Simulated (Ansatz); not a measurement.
Ansatz (a first-principles code) input (CCSD(T)/aug-cc-pVDZ):

Ansatz 0.2 input:
```yaml
crystal:
  periodic: [false, false, false]
  atoms:
    - {symbol: As, position_ang: [0.01441546, 0.01990738, 0.05382047]}
    - {symbol: H, position_ang: [-0.74881584, -1.03350634, -0.75816386]}
    - {symbol: H, position_ang: [-1.19082544, 1.15022297, -0.50923401]}
    - {symbol: H, position_ang: [1.46393108, -0.77366026, -0.50867770]}
basis:
  gaussian:
    orbitals: aug-cc-pVDZ
total_charge: -1
magnetization: {spin_polarized: true, initial_magnetization: 1}
correlation: {method: ccsd_t, electrons: outside_noble_gas}
output: {forces: true}
```

Output:

```
Functional definition: HF
integrals: 0.06 GiB planned
675 factors; integrals over basis functions are off by at most 9.3e-4 eV
mean field: 0.17 GiB planned
mean field evaluation 1: about -60838.7832 eV, gradient 9.7e0 eV
mean field evaluation 2: about -60838.7835 eV, gradient 9.7e0 eV
mean field evaluation 4: about -60839.8181 eV, gradient 1.4e0 eV
mean field evaluation 8: about -60839.8843 eV, gradient 2.0e-1 eV
mean field evaluation 16: about -60839.6832 eV, gradient 4.2e0 eV
mean field evaluation 32: about -60838.5670 eV, gradient 2.0e-1 eV
mean field evaluation 64: about -60838.0902 eV, gradient 1.6e-4 eV
mean field -60839.88845366 eV, -2235.8246619143 hartree, gradient 2.7e-6 eV, S^2 0.779364; 3 other end points of the search recorded, 0 dependent functions left out
determinant -60839.88845366 eV, -2235.8246619143 hartree, with singles and doubles -60844.80718773 eV, -2236.0054220574 hartree
determinant -60838.59179763 eV, -2235.7770106844 hartree, with singles and doubles -60843.41410546 eV, -2235.9542272284 hartree
determinant -60838.09024014 eV, -2235.7585787866 hartree, with singles and doubles -60842.92125541 eV, -2235.9361153231 hartree
14 core orbitals not correlated
reference -60839.88845366 eV, -2235.8246619143 hartree; 5, 4 occupied and 44, 45 virtual orbitals, 675 factors
densities: 0.21 GiB planned
second order -4.06770109 eV of doubles, -0.00000000 eV of singles
coupled cluster: 0.17 GiB planned
cycle   1  -4.89040838 eV  change   -1.3e-1 eV  update   1.9e-2
cycle   2  -4.89607112 eV  change   -5.7e-3 eV  update   6.0e-3
cycle   3  -4.89813828 eV  change   -2.1e-3 eV  update   2.8e-3
cycle   4  -4.89911982 eV  change   -9.8e-4 eV  update   1.3e-3
cycle   5  -4.89931262 eV  change   -1.9e-4 eV  update   7.6e-4
cycle   6  -4.89955826 eV  change   -2.5e-4 eV  update   4.8e-4
cycle   7  -4.89967315 eV  change   -1.1e-4 eV  update   2.3e-4
cycle   8  -4.89968171 eV  change   -8.6e-6 eV  update   9.6e-5
cycle   9  -4.89967732 eV  change    4.4e-6 eV  update   3.9e-5
cycle  10  -4.89968033 eV  change   -3.0e-6 eV  update   1.8e-5
cycle  11  -4.89968249 eV  change   -2.2e-6 eV  update   9.0e-6
cycle  12  -4.89968225 eV  change    2.4e-7 eV  update   4.6e-6
cycle  13  -4.89968191 eV  change    3.4e-7 eV  update   2.0e-6
cycle  14  -4.89968196 eV  change   -5.1e-8 eV  update   8.7e-7
perturbative correction -0.18001847 eV, -0.0066155568 hartree
the calculation of the forces begins
Total energy: -60844.96815409 eV, -2236.0113374621 hartree
Atom 0 at     0.014415     0.019907     0.053820 Å, force    -0.134369    -0.185391     0.084959 eV/Å
Atom 1 at    -0.748816    -1.033506    -0.758164 Å, force    -0.052762    -0.072789     0.058839 eV/Å
Atom 2 at    -1.190825     1.150223    -0.509234 Å, force     0.365764    -0.068170    -0.071842 eV/Å
Atom 3 at     1.463931    -0.773660    -0.508678 Å, force    -0.178633     0.326350    -0.071956 eV/Å
Dipole moment:     0.073228     0.101062     0.053066 e Å
```
